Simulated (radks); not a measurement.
Initial-state core-level shifts of the zirconium ion Zr3+ when its valence configuration changes from [Kr] 4d1. All-electron calculation, Dirac Kohn-Sham, LDA (Slater exchange, Perdew-Wang correlation), spin-unpolarised, spherical densities, point nucleus; open shells fill j = l - 1/2 first. Program: a radial shooting solver on a logarithmic mesh with Libxc functionals. Shifts are changes of the shell-averaged eigenvalues in eV (positive: less bound).

valence,1s,3s,3p,4p
5p1,-5.477,-5.663,-5.661,-4.656
5s1,-4.480,-4.642,-4.641,-3.732
4d0.5 5s0.5,-2.206,-2.289,-2.288,-1.855
4d0.5 5p0.5,-2.710,-2.804,-2.803,-2.326
